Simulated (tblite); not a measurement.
Compound: 2-methylphenetole, C9H12O.
Atom-mapped SMILES: `[CH3:1][CH2:2][O:3][c:4]1[cH:5][cH:6][cH:7][cH:8][c:9]1[CH3:10]` (hydrogens: H11, H12, H13 on C1; H14, H15 on C2; H16 on C5; H17 on C6; H18 on C7; H19 on C8; H20, H21, H22 on C10)

Structure optimised with GFN2-xTB, isolated species.

**Question.** List the bond lengths, angles and torsions at this level.

**Answer.** 
```tsv
bond	length (Å)	order
C1–C2	1.521	single
C2–O3	1.411	single
O3–C4	1.364	single
C4–C5	1.388	aromatic
C5–C6	1.386	aromatic
C6–C7	1.380	aromatic
C7–C8	1.387	aromatic
C8–C9	1.382	aromatic
C9–C10	1.497	single
C4–C9	1.405	aromatic
C1–H11, C1–H12, C1–H13	1.086	single
C2–H14, C2–H15	1.099	single
C5–H16	1.079	single
C6–H17	1.080	single
C7–H18	1.080	single
C8–H19	1.081	single
C10–H20, C10–H21, C10–H22	1.088	single
```

Bonds in one row agree within 0.01 Å and their mean is given. Orders are formal, as drawn. A selection of angles:
```tsv
angle	degrees
C2–C1–H11	109.9
H11–C1–H12	109.2
C1–C2–O3	107.8
C1–C2–H14	110.1
O3–C2–H14	110.1
H14–C2–H15	108.6
C2–O3–C4	119.1
O3–C4–C5	124.8
O3–C4–C9	115.4
C5–C4–C9	119.8
C4–C5–C6	120.1
C4–C5–H16	120.9
C6–C5–H16	119.0
C5–C6–C7	120.4
C5–C6–H17	119.3
C7–C6–H17	120.3
C6–C7–C8	119.4
C6–C7–H18	120.4
C8–C7–H18	120.2
C7–C8–C9	121.2
C7–C8–H19	119.8
C9–C8–H19	119.0
C8–C9–C10	122.0
C4–C9–C8	119.0
C4–C9–C10	119.0
C9–C10–H20	110.0
C9–C10–H22	111.0
H20–C10–H21	107.3
H20–C10–H22	109.2
```

Dihedral angles: C1–C2–O3–C4 180° (antiperiplanar); C2–O3–C4–C5 0° (synperiplanar).

O3 (aryl ether oxygen) is bent (angle 119.1°). The 10 heavy atoms lie in one plane (0.000 Å rms). The 8 C–C bonds span 1.380 Å (C6–C7, aromatic) to 1.521 Å (C1–C2, drawn single), a spread of 0.141 Å. The 6-membered ring C4–C5–C6–C7–C8–C9 has internal angles of 119.0° to 121.2°; it is planar, 0.00 Å rms from its mean plane, widest ring torsion 0°. The 2 C–O bonds span 1.364 Å (O3–C4, drawn single) to 1.411 Å (C2–O3, drawn single), a spread of 0.047 Å. Of the pairs four or more bonds apart, C2···H16 is among the closest relative to their van der Waals radii: 2.56 Å, 88 % of the sum of Bondi's values.

Point group: Cs (tolerance 0.08 Å). Its GFN2-xTB frequencies are all real (lowest 56 cm⁻¹). One conformer, not necessarily the lowest.

Hardware: an Arm Neoverse V1 with one thread, shared host with 32 logical CPUs at a one-minute load of 7.8. Cost: 0.31 s of wall time. These figures are those of the optimisation.

The numbers are calculated, not measured.
